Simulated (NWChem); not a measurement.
GeH2SO, singlet; SMILES [OH][Ge][SH]

```xyz
5

Ge    -0.4421    -0.5514     0.0000
O      1.1604    -1.3295     0.0000
H      1.9365    -0.7554     0.0000
S      0.2670     1.6048     0.0000
H     -0.9852     2.1116     0.0000
```
Atoms are numbered in this order, from 1.

Results from NWChem. Pople sets run with spherical d functions. Low-valent species are run as closed-shell singlets; no triplet was tried in these runs. Geometry: optimised at PBE0/def2-SVP. B3LYP is NWChem's, with the RPA form of VWN correlation. GIAO values for the isolated, static molecule; σ is the absolute isotropic shielding, δ = σ(reference) − σ with the isolated reference molecule computed at the same levels (1H: tetramethylsilane, 17O: water).

| level | σ Ge1 (ppm) | δ O2 (ppm) | δ H3 (ppm) | σ S4 (ppm) | δ H5 (ppm) |
|---|---|---|---|---|---|
| PBE0/pcSseg-1 | 810.1 | 236.6 | 6.40 | 338.3 | 3.84 |
| B3LYP/6-31G* | 1064.6 | 228.8 | 6.63 | 337.5 | 3.18 |
| LDA (Slater exchange, VWN5)/pcSseg-1 | (withheld) | (withheld) | (withheld) | (withheld) | (withheld) |

**Question.** Fill in the missing entries.

**Answer.** 
- LDA (Slater exchange, VWN5)/pcSseg-1, σ Ge1 (ppm): 669.1
- LDA (Slater exchange, VWN5)/pcSseg-1, δ O2 (ppm): 278.3
- LDA (Slater exchange, VWN5)/pcSseg-1, δ H3 (ppm): 7.35
- LDA (Slater exchange, VWN5)/pcSseg-1, σ S4 (ppm): 269.4
- LDA (Slater exchange, VWN5)/pcSseg-1, δ H5 (ppm): 4.46
